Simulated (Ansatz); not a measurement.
This geometry of ClF$_{2}$H$_{5}$HfO$_{2}$Si (12 atoms, charge 0, multiplicity 1) is a first-order saddle point.

All numbers below come from RKS PBE/def2-SVP in Ansatz 0.2.0.

```xyz
12
Properties=species:S:1:pos:R:3
Hf 0.053 -0.410 0.003
O -0.298 -0.718 2.131
Si -1.295 -0.175 3.401
H -2.694 -0.686 3.206
H -0.736 -0.714 4.686
H -1.276 1.322 3.401
F 1.568 0.738 -0.221
F -1.508 0.718 0.097
Cl -0.427 -1.497 -2.063
O 0.741 -2.247 0.824
H 0.699 -3.164 0.509
H 0.189 -1.747 1.859
```

Problem. Which two structures does it join? (They come from a converged band through this point; their orientation in space is the band's.)

Solution. Bonds broken: O10–H12. Bonds formed: O2–H12.

First end point:

```xyz
12
Properties=species:S:1:pos:R:3
Hf -0.072 -0.234 0.167
O -0.656 -0.468 2.026
Si -1.507 -0.115 3.434
H -2.892 -0.693 3.345
H -0.789 -0.736 4.602
H -1.593 1.372 3.636
F 1.677 0.546 -0.007
F -1.169 1.268 -0.311
Cl -0.857 -1.790 -1.517
O 1.105 -2.232 0.711
H 0.796 -2.950 0.121
H 0.974 -2.546 1.627
```

Last end point:

```xyz
12
Properties=species:S:1:pos:R:3
Hf 0.013 -0.571 -0.018
O -0.079 -0.733 2.314
Si -1.259 -0.111 3.414
H -2.586 -0.765 3.183
H -0.765 -0.418 4.797
H -1.296 1.357 3.159
F 1.474 0.667 0.182
F -1.748 0.163 0.356
Cl -0.107 -0.876 -2.381
O 0.433 -2.445 0.492
H 0.725 -3.179 -0.075
H 0.211 -1.668 2.410
```

Problem. How far does it lie above each of them?

Solution. 47.6 kJ/mol above the first and 20.7 kJ/mol above the second. This is the barrier of this one path; another mechanism may lie lower. The orbitals stay closed-shell, which can raise the energy where a bond breaks towards radicals; this wasn't checked here.

Time of the run: 5.2 min on 4 threads of Arm Neoverse V1, on a shared host, peak memory 0.24 GiB.
